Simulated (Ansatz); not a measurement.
Reactions of H4NO3Ta, SMILES `[NH]=[Ta]([OH])([OH])[OH]`.

Program: Ansatz. Geometries: PBE0-D4/def2-TZVP. ΔE: electronic, gas phase. CBS: MP2 limit from def2 TZ/QZ plus the TZ coupled-cluster correction, frozen cores. This one scheme is used for every species. Functionals use def2-TZVPP. Elements past krypton have def2 core potentials. For Br, Sn, Ta, Y outer-core shells are correlated without core-valence functions, which leaves a few kJ/mol of doubt a bond. Scalar relativity is left out up to krypton. Each species was taken in one conformer, which may not be the lowest.

```
                                                                                                 reaction  RPA@PBE/def2-TZVPP (kcal/mol)  CCSD/CBS(def2) (kcal/mol)  ωB97X-V (kcal/mol)
`[NH]=[Ta]([OH])([OH])[OH]` + `[NH2][Y]([NH2])[OH]` → `[NH]=[Ta]([NH2])([OH])[OH]` + `[NH2][Y]([OH])[OH]`                          -13.7                      -14.9               -14.1
                                   `[NH]=[Ta]([OH])([OH])[OH]` + NH₃ → `[NH]=[Ta]([NH2])([OH])[OH]` + H₂O                            4.6                        4.0                 5.8
                                    `[NH]=[Ta]([OH])([OH])[OH]` + HCl → `[NH]=[Ta]([OH])([OH])[Cl]` + H₂O                          -13.8                      -15.1               -13.8
              `[NH]=[Ta]([OH])([OH])[OH]` + `[Cl][Sn][Br]` → `[NH]=[Ta]([OH])([OH])[Cl]` + `[OH][Sn][Br]`                            0.3                        2.0                 2.1
                                                `[NH]=[Ta]([OH])([OH])[OH]` → `[NH2][Ta](=[O])([OH])[OH]`                          -18.2                      -16.3               -18.3
```

Question: Give the CCSD(T)/CBS values in the same order. (Estimate.)

Answer: The calculation gave: -15.0, 3.8, -15.6, 1.0, -17.0 kcal/mol.

Largest T1 diagnostic: 0.020, for `[NH2][Ta](=[O])([OH])[OH]`.
